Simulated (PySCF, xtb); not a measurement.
CH7NOSi2, SMILES [SiH2]1O[SiH2]NC1. Other conformers were not sampled.

Harmonic wavenumbers (cm⁻¹) from xtb with GFN2-xTB at its own minimum, in rising order: 59, 123, 338, 363, 475, 485, 501, 568, 595, 636, 667, 708, 762, 784, 801, 816, 857, 956, 1126, 1157, 1178, 1349, 1494, 2252, 2285, 2290, 2298, 2875, 2914, 3486.

### Question
What does PySCF with PBE0-D3(BJ)/def2-SVP give at its own minimum? (The exact figures need the calculation; the answer reports its results.)

### Answer
77, 123, 312, 415, 478, 548, 633, 666, 699, 708, 716, 776, 835, 856, 960, 981, 984, 1025, 1123, 1181, 1209, 1362, 1476, 2212, 2235, 2240, 2247, 3004, 3064, 3651. Paired by order, the mean absolute difference is 69 cm⁻¹ and the zero-point energies are 50.3 and 52.6 kcal/mol.
